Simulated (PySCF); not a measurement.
A set of runs on GaCl2(CF3) (`[Cl][Ga]([C](F)(F)F)[Cl]`); the geometry of each is named by its level. Settings lines and outputs come from a driver script.

Compound: GaCl2(CF3), CCl2F3Ga.
Bonds: Ga1–Cl2, Ga1–Cl3, Ga1–C4, C4–F5, C4–F6, C4–F7.

Step 1: PBE0-D3(BJ)/def2-SVP geometry optimisation, gas phase (PySCF 2.14.0) (from the GFN2-xTB geometry)
```json
{"job": {"xc": "PBE0", "basis": "def2-SVP", "d3": "d3bj", "grid": 1, "maxiter": 40, "shake": 0.03, "kind": "geom"}, "charge": 0, "multiplicity": 1}
```
```
step   0  E = -3181.32186723  max force = 0.075076
step   1  E = -3181.33588192  max force = 0.020570
step   2  E = -3181.33775664  max force = 0.004929
step   3  E = -3181.33796458  max force = 0.001659
...
step   8  E = -3181.33807820  max force = 0.001045
step   9  E = -3181.33808678  max force = 0.001116
step  10  E = -3181.33809099  max force = 0.000783
step  11  E = -3181.33809210  max force = 0.000347
optimisation converged
```

Final energy -3181.33809 Eh after 11 steps; dipole 0.16 D. Energies in Eh; «max force» is the largest Cartesian gradient component in Eh/bohr.

Step 2: TDDFT wB97X-D/def2-SVPD, vertical, gas phase, core orbitals frozen in the response (PySCF 2.14.0, density-fitted response routines) (on the PBE0-D3(BJ)/def2-SVP geometry)
```json
{"job": {"kind": "uv", "xc": "wB97X-D", "basis": "def2-SVPD", "ip": false, "nstates": 15}, "charge": 0, "multiplicity": 1}
```
```
...
Static polarisability (au): isotropic 67.930, principal 52.948 73.229 77.615
Singlet excitations
state   eV       nm        f      main configurations
  1   6.0987    203.3   0.00302   H->L 0.98
  2   6.3409    195.5   0.00015   H-1->L 0.98
  3   6.6611    186.1   0.00115   H-1->L+1 0.66, H-2->L 0.30
  4   6.8251    181.7   0.00829   H-2->L+1 0.80, H-2->L 0.09
  5   6.8449    181.1   0.12400   H->L+1 0.80, H-4->L+1 0.08
  6   6.9369    178.7   0.07290   H-2->L 0.54, H-1->L+1 0.21, H-2->L+1 0.15
  7   7.3027    169.8   0.00193   H-4->L 0.79, H-3->L+1 0.18
  8   7.3591    168.5   0.04739   H-3->L 0.59, H-3->L+1 0.23
  9   7.4482    166.5   0.05202   H-3->L+1 0.52, H-3->L 0.23, H-4->L 0.11
 10   7.9475    156.0   0.00074   H-5->L 0.98
 11   7.9996    155.0   0.18946   H-4->L+1 0.70, H->L+1 0.13
 12   8.8133    140.7   0.26888   H-5->L+1 0.79, H->L+3 0.08
 13   9.1860    135.0   0.26254   H->L+3 0.67, H-1->L+2 0.10
 14   9.2609    133.9   0.01678   H->L+2 0.67, H-1->L+3 0.22
 15   9.4164    131.7   0.09740   H-1->L+2 0.72
Triplet excitations (Tamm-Dancoff, eV): 5.7709 5.9619 6.2257 6.3004
```

HOMO -11.33 eV, LUMO -0.48 eV; lowest singlet 6.10 eV; lowest triplet 5.77 eV (Tamm–Dancoff); mean polarisability 67.9 au.

Step 3: delta-SCF UKS SCAN, pcX-2 on the ionised atom, pcseg-1 elsewhere, spin-free X2C (PySCF 2.14.0) (on the PBE0-D3(BJ)/def2-SVP geometry)
```json
{"job": {"kind": "xps", "metal_2p": true}, "charge": 0, "multiplicity": 1}
```
```
...
ground state, core basis on atom 1 (Cl), 161 functions
  E(ground) = -3200.99277793 Eh
hole in Cl 1s of atom 1
  E(ion) = -3097.03221025 Eh   <S^2> = 0.7521   hole on atom = 1.000   binding energy = 2828.911 eV
hole in Cl 2p of atom 1
  E(ion) = -3193.38947663 Eh   <S^2> = 0.7522   hole on atom = 1.001   binding energy = 206.896 eV
  2p3/2 = 206.311 eV   2p1/2 = 207.965 eV
ground state, core basis on atom 3 (C), 150 functions
  E(ground) = -3200.83591986 Eh
hole in C 1s of atom 3
  E(ion) = -3189.88247675 Eh   <S^2> = 0.7732   hole on atom = 1.000   binding energy = 298.058 eV
ground state, core basis on atom 4 (F), 150 functions
  E(ground) = -3200.87050357 Eh
hole in F 1s of atom 4
  E(ion) = -3175.35267624 Eh   <S^2> = 0.7575   hole on atom = 1.000   binding energy = 694.375 eV
```

Cl1s of Cl2 2828.91 eV; Cl2p of Cl2 206.86 eV (mean of the 2p shell); C1s of C4 298.06 eV; F1s of F5 694.38 eV; one atom stands for each set of equivalent ones. SCF cycles are left out; they run on a coarse grid, and E(ground) and E(ion) are re-evaluated on a finer one. For a 2p shell the printed binding energy is that of one 2p hole without spin–orbit coupling; the 2p3/2 and 2p1/2 values follow from a further step that adds the ground-state splitting of the three 2p orbitals and a mean-field spin–orbit operator, and the shell mean corrects the one hole to the average of the three. The log counts atoms from 0, this text from 1.

Problem. Which step took the most CPU time, and about what did each take on AMD EPYC, one thread, on a shared host?

Solution. Step 1, about 61 % of the total. CPU time by step: 1: 3.2 min, 2: 87 s, 3: 39 s.

Geometry of the electronic-property runs (PBE0-D3(BJ)/def2-SVP):
```
atom  x, y, z in Å
Ga1    0.5666    0.8715   -0.0443
Cl2    2.6855    0.9338    0.1148
Cl3   -0.4764    2.6982   -0.3452
C4    -0.4754   -0.8461    0.0443
F5     0.1978   -1.8304    0.6401
F6    -0.7876   -1.2569   -1.1917
F7    -1.6186   -0.6722    0.7134
```


Note: wB97X-D ran without an empirical dispersion term, which enters the total energy and its gradient alone.
